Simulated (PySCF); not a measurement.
PySCF input (M06-2X/def2-TZVPD):

```python
from pyscf import gto, scf, dft

mol = gto.M(
    atom='''
    C     0.58240357   -0.78592018    0.41261046
    C    -0.80110020   -0.41460288    0.65693758
    Cl   -1.63767238    0.16900667   -0.90370451
    Cl    1.79932945    0.40702807    0.39008991
    H     0.86121799   -1.73769746   -0.01329177
    H    -0.90412970    0.41499987    1.34907487
    H    -1.39307878   -1.26675440    0.97837705
    ''',
    basis='def2-tzvpd',
    charge=0,
    spin=1,
    verbose=4,
)

mf = dft.UKS(mol, xc='m062x').density_fit(auxbasis='def2-universal-jkfit')
mf.grids.level = 4
mf.conv_tol = 1e-9
mf.max_cycle = 100
mf.max_memory = 1500
mf.kernel()
if not mf.converged:
    mf = mf.newton()
    mf.kernel(mf.make_rdm1())
for _ in range(2):
    mo, _, stable, _ = mf.stability(return_status=True)
    if stable:
        break
    mf.kernel(mf.make_rdm1(mo, mf.mo_occ))
mf.analyze()
```

End of the output:

```
Extra cycle  E= -998.348218490034  delta_E= -1.48e-11  |g|= 3.26e-06  |ddm|= 1.54e-05
converged SCF energy = -998.348218490034  <S^2> = 0.75732605  2S+1 = 2.0073127
uhf_internal: lowest eigs of H = [0.3281264  0.33674555 0.36770612]
<class 'pyscf.df.df_jk.DFUKS'> wavefunction is stable in the internal stability analysis
**** SCF Summaries ****
Total Energy =                        -998.348218490034469
Nuclear Repulsion Energy =             188.185049091665803
One-electron Energy =                -1749.499589133691643
Two-electron Energy =                  562.966321551991427
Two-electron Coulomb Energy =          631.376035800793602
DFT Exchange-Correlation Energy =      -68.409714248802146
HOMO-LUMO gap [eV] =                     5.824215389224594
**** MO energy ****
                             alpha | beta                alpha | beta
MO #1   energy= -102.6699017364    | -102.668692205703  occ= 1 | 1
MO #2   energy= -102.635803497318  | -102.633936213109  occ= 1 | 1
MO #3   energy= -10.6258701694107  | -10.619615888714   occ= 1 | 1
MO #4   energy= -10.6189694872678  | -10.6188297120075  occ= 1 | 1
MO #5   energy= -9.83160595035416  | -9.83119229114749  occ= 1 | 1
MO #6   energy= -9.79738555387915  | -9.79673582850915  occ= 1 | 1
MO #7   energy= -7.55289390460937  | -7.55346189308066  occ= 1 | 1
MO #8   energy= -7.55079531335424  | -7.54786677879679  occ= 1 | 1
MO #9   energy= -7.54826131978047  | -7.54662654343794  occ= 1 | 1
MO #10  energy= -7.52120058378149  | -7.51692770839192  occ= 1 | 1
MO #11  energy= -7.51426991896256  | -7.51339156118081  occ= 1 | 1
MO #12  energy= -7.51402227917509  | -7.51327909539537  occ= 1 | 1
MO #13  energy= -1.0073045449294   | -0.992790778539018 occ= 1 | 1
MO #14  energy= -0.944306693546512 | -0.937471696474251 occ= 1 | 1
MO #15  energy= -0.833645374185608 | -0.819120023806217 occ= 1 | 1
MO #16  energy= -0.702123296329717 | -0.683406780024807 occ= 1 | 1
MO #17  energy= -0.583978617856083 | -0.575761089661409 occ= 1 | 1
MO #18  energy= -0.539811746913266 | -0.530651165508072 occ= 1 | 1
MO #19  energy= -0.507782115985472 | -0.48316876418334  occ= 1 | 1
MO #20  energy= -0.486467227948332 | -0.476941944239719 occ= 1 | 1
MO #21  energy= -0.439313716928652 | -0.416682937032878 occ= 1 | 1
MO #22  energy= -0.397375839516256 | -0.395331890822586 occ= 1 | 1
MO #23  energy= -0.372776032647939 | -0.368026876018936 occ= 1 | 1
MO #24  energy= -0.368893084253555 | -0.365807707585158 occ= 1 | 1
MO #25  energy= -0.281718588083692 | -0.0676826185471207 occ= 1 | 0
MO #26  energy= 0.0142539478476446 | 0.0110889863512593 occ= 0 | 0
MO #27  energy= 0.0217049175436192 | 0.0245495950189971 occ= 0 | 0
MO #28  energy= 0.0245536301931239 | 0.0267895283975269 occ= 0 | 0
MO #29  energy= 0.0291923679297183 | 0.0339644204097352 occ= 0 | 0
MO #30  energy= 0.0459202956381435 | 0.047212920444575  occ= 0 | 0
MO #31  energy= 0.0533763057888875 | 0.0543922963313546 occ= 0 | 0
MO #32  energy= 0.0631438210324533 | 0.0635005645448506 occ= 0 | 0
MO #33  energy= 0.0691736740848944 | 0.0725752171485546 occ= 0 | 0
MO #34  energy= 0.0869842567835526 | 0.0899218595359152 occ= 0 | 0
MO #35  energy= 0.0934848807984874 | 0.0992627185334227 occ= 0 | 0
MO #36  energy= 0.10528071962113   | 0.109357192562532  occ= 0 | 0
MO #37  energy= 0.124081872483778  | 0.12273858341937   occ= 0 | 0
MO #38  energy= 0.126418654353254  | 0.124325207853715  occ= 0 | 0
MO #39  energy= 0.141951471284794  | 0.141186957194146  occ= 0 | 0
MO #40  energy= 0.157477597732785  | 0.156068284532835  occ= 0 | 0
MO #41  energy= 0.175586563480786  | 0.172682114140618  occ= 0 | 0
MO #42  energy= 0.198543472314008  | 0.197412488035633  occ= 0 | 0
MO #43  energy= 0.20650112595631   | 0.204672477161281  occ= 0 | 0
MO #44  energy= 0.21141550378967   | 0.21008976490807   occ= 0 | 0
MO #45  energy= 0.227324034702321  | 0.221120942303413  occ= 0 | 0
MO #46  energy= 0.238459329701187  | 0.238433829600828  occ= 0 | 0
MO #47  energy= 0.245161458692836  | 0.243917779880665  occ= 0 | 0
MO #48  energy= 0.250414162831552  | 0.250999104181573  occ= 0 | 0
MO #49  energy= 0.257374228000346  | 0.255688976662671  occ= 0 | 0
MO #50  energy= 0.267553754869037  | 0.26609887884651   occ= 0 | 0
MO #51  energy= 0.271734180974839  | 0.269936342216982  occ= 0 | 0
MO #52  energy= 0.281501216099562  | 0.281012512679408  occ= 0 | 0
MO #53  energy= 0.286270146273581  | 0.284142948651354  occ= 0 | 0
MO #54  energy= 0.299570113332681  | 0.29662192709536   occ= 0 | 0
MO #55  energy= 0.303984635954258  | 0.300170776522177  occ= 0 | 0
MO #56  energy= 0.312675833306472  | 0.310043569817511  occ= 0 | 0
MO #57  energy= 0.318392488697205  | 0.316518074091862  occ= 0 | 0
MO #58  energy= 0.328153055681946  | 0.324966918909043  occ= 0 | 0
MO #59  energy= 0.336437128640841  | 0.33643177687622   occ= 0 | 0
MO #60  energy= 0.345084237798272  | 0.339924006984281  occ= 0 | 0
MO #61  energy= 0.349413670232882  | 0.349954846527351  occ= 0 | 0
MO #62  energy= 0.358754796760425  | 0.356248730461876  occ= 0 | 0
MO #63  energy= 0.37606760072048   | 0.373853749426687  occ= 0 | 0
MO #64  energy= 0.380403685520546  | 0.379024879503475  occ= 0 | 0
MO #65  energy= 0.398876702703728  | 0.390081362526445  occ= 0 | 0
MO #66  energy= 0.407351301354129  | 0.398513168429331  occ= 0 | 0
MO #67  energy= 0.41868099966188   | 0.416627064439182  occ= 0 | 0
MO #68  energy= 0.431609834139437  | 0.427160883712679  occ= 0 | 0
MO #69  energy= 0.44074870839074   | 0.433642152781611  occ= 0 | 0
MO #70  energy= 0.475006456463879  | 0.471681235372821  occ= 0 | 0
MO #71  energy= 0.486386406227351  | 0.482392476076715  occ= 0 | 0
MO #72  energy= 0.506195083851089  | 0.499165125981287  occ= 0 | 0
MO #73  energy= 0.516252549767632  | 0.518759678786059  occ= 0 | 0
MO #74  energy= 0.551261986532465  | 0.541696240871478  occ= 0 | 0
MO #75  energy= 0.573666190431855  | 0.571709496846691  occ= 0 | 0
MO #76  energy= 0.575885890408526  | 0.573444314249285  occ= 0 | 0
MO #77  energy= 0.596957220921558  | 0.598591366411576  occ= 0 | 0
MO #78  energy= 0.62088129224497   | 0.619174931543249  occ= 0 | 0
MO #79  energy= 0.632642963192135  | 0.631041071015543  occ= 0 | 0
MO #80  energy= 0.650703088383045  | 0.649090226442964  occ= 0 | 0
MO #81  energy= 0.65570572604522   | 0.656363689637377  occ= 0 | 0
MO #82  energy= 0.665157960225921  | 0.666323321657874  occ= 0 | 0
MO #83  energy= 0.680731863567986  | 0.678997687057332  occ= 0 | 0
MO #84  energy= 0.689628525730059  | 0.690220251766128  occ= 0 | 0
MO #85  energy= 0.700397405643508  | 0.700755010895878  occ= 0 | 0
MO #86  energy= 0.705502898103879  | 0.703801013853878  occ= 0 | 0
MO #87  energy= 0.714745728998645  | 0.714318704482736  occ= 0 | 0
MO #88  energy= 0.731006704101538  | 0.729423422440222  occ= 0 | 0
MO #89  energy= 0.740677639368954  | 0.7411348659812    occ= 0 | 0
MO #90  energy= 0.746347130889323  | 0.747936121230155  occ= 0 | 0
MO #91  energy= 0.769442306405874  | 0.769127191121813  occ= 0 | 0
MO #92  energy= 0.790921765130978  | 0.790319930299204  occ= 0 | 0
MO #93  energy= 0.804892880909571  | 0.806717969367641  occ= 0 | 0
MO #94  energy= 0.82153877786287   | 0.82175162184009   occ= 0 | 0
MO #95  energy= 0.853992808853336  | 0.858165783271252  occ= 0 | 0
MO #96  energy= 0.87602905033342   | 0.878558963447573  occ= 0 | 0
MO #97  energy= 0.89298550058754   | 0.894094987848154  occ= 0 | 0
MO #98  energy= 0.953570157608523  | 0.958446800085265  occ= 0 | 0
MO #99  energy= 0.955384835874629  | 0.96289577795967   occ= 0 | 0
MO #100 energy= 0.995557392043757  | 1.00210321153696   occ= 0 | 0
MO #101 energy= 1.05982497557916   | 1.06486735223784   occ= 0 | 0
MO #102 energy= 1.14007957198832   | 1.14091496451124   occ= 0 | 0
MO #103 energy= 1.18916713829286   | 1.19191694736883   occ= 0 | 0
MO #104 energy= 1.23551091577374   | 1.24151015827989   occ= 0 | 0
[...]
```

It need not be the lowest isomer of its formula.
